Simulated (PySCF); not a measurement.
C₃H₈Si₂, SMILES `[SiH2]=C=CC[SiH3]`, neutral singlet in the gas phase. 

Cartesian coordinates (Å):
SMILES: [SiH2]=C=CC[SiH3]
```xyz
13

Si     2.9446     0.3817     0.3357
C      1.4529     0.1761    -0.4071
C      0.2753    -0.0076    -0.9504
C     -0.8280    -0.8509    -0.3825
Si    -2.0931     0.2249     0.5271
H      3.1792     1.4526     1.3154
H      4.1027    -0.4567    -0.0074
H      0.0300     0.5164    -1.8765
H     -1.3466    -1.3921    -1.1790
H     -0.4285    -1.5806     0.3238
H     -3.2279    -0.6090     0.9934
H     -1.4489     0.8723     1.6917
H     -2.6116     1.2730    -0.3842
```
Charge 0, spin multiplicity 1.

All levels are single points at this geometry (B3LYP-D3(BJ)/def2-TZVP); Pople sets use spherical d functions. Orbital energies aren't observables, and empty levels follow the basis.

SVWN5/6-31G* in PySCF gives HOMO (eV) = -5.26.

Q: Estimate the HOMO (eV) from each of these levels: ωB97X-D3(BJ)/def2-TZVP in PySCF; B3LYP/3-21G in PySCF; B3LYP/6-311+G** in PySCF; B3LYP/LANL2DZ in PySCF; BP86/6-31G* in PySCF.

A: 
```
level                            HOMO (eV)
-------------------------------  ---------
ωB97X-D3(BJ)/def2-TZVP in PySCF      -8.40
B3LYP/3-21G in PySCF                 -5.98
B3LYP/6-311+G** in PySCF             -6.03
B3LYP/LANL2DZ in PySCF               -6.06
BP86/6-31G* in PySCF                 -5.24
```
